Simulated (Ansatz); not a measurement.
`C[Se][Se]C` and `C[SiH2][Se][Se]C` differ in one atom or group.

Ansatz, PBE0-D4/def2-TZVP geometries, multiplicity 1. Each molecule was computed in one conformer, which needn't be the lowest.

Scalar relativity is left out up to krypton. Spin–orbit coupling is left out; it splits and shifts lone-pair levels of the heavy atoms by tenths of an eV.

| property | `C[Se][Se]C` |
| --- | --- |
| LUMO energy (PBE0/def2-TZVPP) / eV | -0.94 |
| HOMO energy (B3LYP/def2-TZVPP) / eV | -6.24 |
| ideal-gas entropy at 298 K and 1 bar (rigid rotor, harmonic PBE0-D4/def2-TZVP) / J/(mol·K) | 358 |
| zero-point energy (PBE0-D4/def2-TZVP) / kJ/mol | 197.8 |
| LUMO energy (ωB97M-V/def2-TZVPP) / eV | 0.98 |
| HOMO energy (PBE0/def2-TZVPP) / eV | -6.46 |

(1) What does the change do to each property? (Best estimate.)

## Answers

(1) Computed: 
```
                                                                                  property  `C[SiH2][Se][Se]C`  shift
                                                        LUMO energy (PBE0/def2-TZVPP) / eV               -1.37  -0.43
                                                       HOMO energy (B3LYP/def2-TZVPP) / eV               -6.23   0.01
ideal-gas entropy at 298 K and 1 bar (rigid rotor, harmonic PBE0-D4/def2-TZVP) / J/(mol·K)                 416     58
                                            zero-point energy (PBE0-D4/def2-TZVP) / kJ/mol               243.9   46.1
                                                     LUMO energy (ωB97M-V/def2-TZVPP) / eV                0.55  -0.43
                                                        HOMO energy (PBE0/def2-TZVPP) / eV               -6.46   0.00
```

The zero-point energy changes by 46.1 kJ/mol with +9 modes. Modes under 60 cm⁻¹, often nearly free rotors, make the harmonic entropy too high.

Positive LUMOs are unbound, so they and the gaps depend on the basis.

B3LYP here is the variant with VWN-RPA as its local correlation; programs differ in this.
